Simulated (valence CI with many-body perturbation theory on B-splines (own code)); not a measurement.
Results of a calculation; reference values are marked as such.
## Level structure of Au⁶⁺

Level of theory: relativistic CI+MBPT: five valence electrons over a frozen Dirac-Fock core [Xe] 4f14, radial functions for each j: 7 s, 7 p, 8 d, 6 f, 4 g, 1 h, with the one-electron correlation potential Σ1 (screened to all orders), the two-electron term Σ2, the three-electron term Σ3, Breit, model QED; selected single and double excitations, second order for the rest, scaled by the run's own slope (own B-spline code, finite nucleus).

No measured levels were compared; by estimate terms of the open shell hold to 2 to 4 % of their energy, and close levels can change places; different configurations can be misplaced against each other by 1,000 to 8,000 cm⁻¹. Among the levels kept, up to 2100 cm⁻¹ of a level comes from second order outside the variational space, and about a tenth of that is noise between levels of different J, which matters for small intervals. The list stops below the first excitations out of the core.

Levels 91 to 135 of 216, with energies above the lowest level, (5d3/2^3 5d5/2^2) J=5/2 [a]. "Leading %" is the weight of the configuration and term that name the level; weights of strongly mixed levels are sums over their largest components and can fall short. In the jj column 3d3/2^4 stands for four electrons in 3d with j = 3/2.

| No. | Configuration | Term | J | E (eV) | Leading % | Second component | g | Leading jj |
| --- | --- | --- | --- | --- | --- | --- | --- | --- |
| 91 | 5d4.6s | 4P | 1/2 | 28.911 | 74 | 17 % 5d4.6s 2S | 2.415 | 5d3/2 5d5/2^3 6s (46 %) |
| 92 | 5d4.6s | 2G | 7/2 | 29.172 | 68 | 20 % 5d4.6s 2F | 0.963 | 5d3/2 5d5/2^3 6s (46 %) |
| 93 | 5d4.6p | 6F° | 1/2 | 29.241 | 29 | 29 % 5d4.6p 4D° | 0.624 | 5d3/2^4 6p1/2 (83 %) |
| 94 | 5d4.6s | 2P | 3/2 | 29.393 | 60 | 21 % 5d4.6s 2D | 1.169 | 5d3/2 5d5/2^3 6s (48 %) |
| 95 | 5d4.6s | 2G | 9/2 | 29.403 | 78 | 17 % 5d4.6s 4F | 1.150 | 5d3/2 5d5/2^3 6s (84 %) |
| 96 | 5d4.6s | 2F | 5/2 | 29.591 | 73 | 20 % 5d4.6s 2D | 0.948 | 5d3/2 5d5/2^3 6s (62 %) |
| 97 | 5d4.6s | 2F | 7/2 | 29.998 | 65 | 28 % 5d4.6s 2G | 1.071 | 5d3/2 5d5/2^3 6s (61 %) |
| 98 | 5d4.6s | 2P | 1/2 | 30.153 | 83 | 12 % 5d4.6s 2S | 0.835 | 5d3/2 5d5/2^3 6s (45 %) |
| 99 | 5d4.6p | 4P° | 1/2 | 30.237 | 37 | 27 % 5d4.6p 6F° | 1.678 | 5d3/2^3 5d5/2 6p1/2 (89 %) |
| 100 | 5d4.6p | 6F° | 3/2 | 30.493 | 64 | 23 % 5d4.6p 4D° | 1.101 | 5d3/2^3 5d5/2 6p1/2 (81 %) |
| 101 | 5d4.6p | 6F° | 5/2 | 31.284 | 61 | 9 % 5d4.6p 4F° | 1.246 | 5d3/2^3 5d5/2 6p1/2 (46 %) |
| 102 | 5d4.6p | 4P° | 3/2 | 31.368 | 38 | 36 % 5d4.6p 6D° | 1.749 | 5d3/2^2 5d5/2^2 6p1/2 (50 %) |
| 103 | 5d4.6s | 2D | 3/2 | 31.638 | 88 | 4 % 5d4.6s 4F | 0.809 | 5d3/2 5d5/2^3 6s (42 %) |
| 104 | 5d4.6s | 2D | 5/2 | 31.643 | 84 | 7 % 5d4.6s 2F | 1.187 | 5d3/2 5d5/2^3 6s (42 %) |
| 105 | 5d4.6p | 6F° | 7/2 | 31.792 | 38 | 15 % 5d4.6p 4F° | 1.263 | 5d3/2^3 5d5/2 6p1/2 (51 %) |
| 106 | 5d4.6p | 4F° | 9/2 | 31.998 | 25 | 12 % 5d4.6p 6F° | 1.181 | 5d3/2^3 5d5/2 6p1/2 (76 %) |
| 107 | 5d4.6p | 6P° | 5/2 | 32.154 | 29 | 23 % 5d4.6p 6D° | 1.602 | 5d3/2^2 5d5/2^2 6p1/2 (44 %) |
| 108 | 5d4.6p | 6P° | 7/2 | 32.413 | 30 | 25 % 5d4.6p 4D° | 1.370 | 5d3/2^3 5d5/2 6p1/2 (65 %) |
| 109 | 5d4.6p | 4D° | 1/2 | 33.151 | 30 | 29 % 5d4.6p 6F° | 0.377 | 5d3/2^2 5d5/2^2 6p1/2 (74 %) |
| 110 | 5d4.6p | 4H° | 7/2 | 33.336 | 36 | 15 % 5d4.6p 6P° | 1.048 | 5d3/2^2 5d5/2^2 6p1/2 (61 %) |
| 111 | 5d4.6p | 6P° | 3/2 | 33.341 | 28 | 12 % 5d4.6p 4F° | 1.532 | 5d3/2^4 6p3/2 (67 %) |
| 112 | 5d4.6p | 4I° | 9/2 | 33.403 | 35 | 14 % 5d4.6p 6F° | 1.037 | 5d3/2^2 5d5/2^2 6p1/2 (72 %) |
| 113 | 5d4.6p | 4G° | 5/2 | 33.640 | 38 | 13 % 5d4.6p 2F° | 0.878 | 5d3/2^2 5d5/2^2 6p1/2 (46 %) |
| 114 | 5d4.6p | 2D° | 3/2 | 33.804 | 29 | 13 % 5d4.6p 4F° | 1.168 | 5d3/2^2 5d5/2^2 6p1/2 (42 %) |
| 115 | 5d4.6p | 4H° | 7/2 | 33.963 | 34 | 10 % 5d4.6p 2G° | 0.977 | 5d3/2^2 5d5/2^2 6p1/2 (61 %) |
| 116 | 5d4.6p | 4I° | 11/2 | 34.175 | 37 | 33 % 5d4.6p 4H° | 1.052 | 5d3/2^2 5d5/2^2 6p1/2 (94 %) |
| 117 | 5d4.6p | 6D° | 5/2 | 34.241 | 26 | 11 % 5d4.6p 4D° | 1.299 | 5d3/2^3 5d5/2 6p3/2 (55 %) |
| 118 | 5d4.6p | 4D° | 3/2 | 34.337 | 39 | 27 % 5d4.6p 4F° | 1.108 | 5d3/2^2 5d5/2^2 6p1/2 (57 %) |
| 119 | 5d4.6p | 6D° | 1/2 | 34.469 | 39 | 16 % 5d4.6p 2S° | 2.039 | 5d3/2^2 5d5/2^2 6p1/2 (48 %) |
| 120 | 5d4.6p | 4H° | 9/2 | 34.486 | 30 | 15 % 5d4.6p 4G° | 1.093 | 5d3/2^2 5d5/2^2 6p1/2 (87 %) |
| 121 | 5d4.6p | 4G° | 5/2 | 34.596 | 25 | 24 % 5d4.6p 6P° | 1.160 | 5d3/2^2 5d5/2^2 6p1/2 (37 %) |
| 122 | 5d4.6p | 2I° | 13/2 | 34.650 | 35 | 22 % 5d4.6p 4H° | 1.085 | 5d3/2^2 5d5/2^2 6p1/2 (91 %) |
| 123 | 5d4.6p | 4F° | 3/2 | 34.751 | 28 | 21 % 5d4.6p 6P° | 1.146 | 5d3/2^3 5d5/2 6p3/2 (41 %) |
| 124 | 5d4.6s | 2S | 1/2 | 34.789 | 85 | 7 % 5d4.6s 4P | 1.968 | 5d5/2^4 6s (49 %) |
| 125 | 5d4.6p | 6F° | 7/2 | 35.028 | 29 | 20 % 5d4.6p 6D° | 1.345 | 5d3/2^2 5d5/2^2 6p3/2 (43 %) |
| 126 | 5d4.6p | 4F° | 5/2 | 35.075 | 31 | 11 % 5d4.6p 4G° | 1.132 | 5d3/2^2 5d5/2^2 6p1/2 (75 %) |
| 127 | 5d4.6p | 4H° | 9/2 | 35.098 | 31 | 26 % 5d4.6p 2H° | 1.009 | 5d3/2^2 5d5/2^2 6p1/2 (80 %) |
| 128 | 5d4.6p | 4G° | 11/2 | 35.153 | 38 | 30 % 5d4.6p 2H° | 1.149 | 5d3/2^2 5d5/2^2 6p1/2 (83 %) |
| 129 | 5d4.6p | 4P° | 1/2 | 35.154 | 69 | 9 % 5d4.6p 6D° | 2.244 | 5d3/2^3 5d5/2 6p3/2 (46 %) |
| 130 | 5d4.6p | 4P° | 3/2 | 35.192 | 25 | 18 % 5d4.6p 6D° | 1.428 | 5d3/2^2 5d5/2^2 6p1/2 (37 %) |
| 131 | 5d4.6p | 4F° | 7/2 | 35.327 | 29 | 14 % 5d4.6p 4G° | 1.193 | 5d3/2^2 5d5/2^2 6p1/2 (54 %) |
| 132 | 5d4.6p | 4F° | 5/2 | 35.388 | 43 | 11 % 5d4.6p 6P° | 1.263 | 5d3/2^2 5d5/2^2 6p3/2 (39 %) |
| 133 | 5d4.6p | 6F° | 9/2 | 35.481 | 49 | 13 % 5d4.6p 6D° | 1.358 | 5d3/2^2 5d5/2^2 6p3/2 (41 %) |
| 134 | 5d4.6p | 2F° | 7/2 | 35.520 | 29 | 20 % 5d4.6p 4G° | 1.072 | 5d3/2^2 5d5/2^2 6p1/2 (73 %) |
| 135 | 5d4.6p | 6F° | 11/2 | 35.621 | 55 | 25 % 5d4.6p 4G° | 1.339 | 5d3/2^3 5d5/2 6p3/2 (45 %) |

Where two levels of one J and parity lie close, their mixing, g and order are uncertain.
